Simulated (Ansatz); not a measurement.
A nudged elastic band was laid between two geometries of C2H8AlClN2 (14 atoms, charge 0, multiplicity 1).

Computed with RKS BHLYP/6-31G (Ansatz 0.2.0).

```yaml
movable_images: 7
climbing_image: yes
spring: 0.1 eV/Å²
optimiser: quadratic models (default)
start_path: through a guess of the saddle point
force_threshold: 0.05 eV/Å
iteration_limit: 60
end_points: relaxed
```

First end point:

```xyz
14
Properties=species:S:1:pos:R:3
Al 0.670 -1.120 -0.449
N 0.737 -2.457 0.711
N -0.121 0.444 -0.159
C -0.164 1.540 -1.116
C -0.800 0.760 1.089
H -0.756 -0.075 1.784
Cl 1.633 -1.440 -2.387
H 0.344 -2.444 1.632
H 1.189 -3.330 0.515
H 0.317 2.433 -0.712
H 0.344 1.272 -2.036
H -1.195 1.802 -1.365
H -1.853 0.992 0.917
H -0.346 1.624 1.578
```

Last end point:

```xyz
14
Properties=species:S:1:pos:R:3
Al -0.312 -1.088 -0.314
N 1.053 -1.800 0.998
N -0.142 0.666 -0.416
C 0.183 1.981 -0.872
C -1.409 0.364 0.364
H 1.236 -1.029 1.628
Cl -0.308 -2.843 -1.663
H 1.905 -2.062 0.518
H 0.701 -2.599 1.507
H 0.323 2.678 -0.039
H 1.109 1.960 -1.443
H -0.594 2.404 -1.517
H -2.332 0.641 -0.142
H -1.413 0.726 1.390
```

Problem. What changes between the two ends?

Solution. Bonds broken: C5–H6. Bonds formed: Al1–C5, N2–H6.

Problem. Give the energies along the band, and the barrier.

Solution. The run converged. The highest image is number 5 of 0 to 8, 72.3 kcal/mol above the first end and 26.9 kcal/mol above the last; the last end lies 45.4 kcal/mol above the first. Neighbouring images differ by up to 2.3 eV, so the band resolves the path poorly. Another band between the same ends (7 images) ends at a top of the same energy, where a vibrational analysis finds 1 clearly imaginary mode. The orbitals stay closed-shell, which can raise the energy where a bond breaks towards radicals; this wasn't checked here. Limits of this set-up: no polarisation functions.

```csv
image,path coordinate (Å),energy (kcal/mol),C5–H6 (Å),Al1–C5 (Å),N2–H6 (Å)
0,0.00,0.0,1.09,2.84,3.01
1,0.91,0.4,1.09,2.83,3.01
2,1.82,2.3,1.09,2.79,2.93
3,2.73,7.0,1.09,2.69,2.63
4,3.64,20.0,1.10,2.51,2.14
5,4.55,72.3,1.60,2.18,1.23
6,5.55,51.0,2.45,1.96,1.01
7,6.55,45.9,3.05,1.94,1.01
8,7.57,45.4,3.25,1.94,1.01
```

Problem. What is the geometry of the highest image?

Solution. 
```xyz
14
Properties=species:S:1:pos:R:3:forces:R:3
Al 0.291 -1.094 -0.648 0.00 -0.01 -0.02
N 0.791 -1.799 1.079 -0.01 0.00 0.00
N -0.046 0.606 -0.522 0.01 0.00 0.02
C 0.054 1.973 -0.939 -0.01 0.00 -0.01
C -0.970 0.178 0.588 -0.02 0.01 0.00
H -0.153 -1.026 1.256 0.01 -0.01 0.01
Cl 0.405 -2.564 -2.257 0.00 0.00 0.01
H 1.679 -1.556 1.492 0.01 0.00 0.00
H 0.551 -2.752 1.312 0.00 0.00 0.00
H 0.352 2.616 -0.108 0.00 0.00 0.00
H 0.795 2.076 -1.727 0.01 0.00 0.00
H -0.897 2.350 -1.322 0.00 0.00 0.00
H -2.022 0.206 0.309 0.00 0.01 0.00
H -0.831 0.787 1.485 0.00 0.00 -0.01
```

The band took 16 iterations and about 12 core-minutes.

Time of the run: 6.2 min on 2 threads of Arm Neoverse V1 (shared host), peak memory 0.21 GiB.
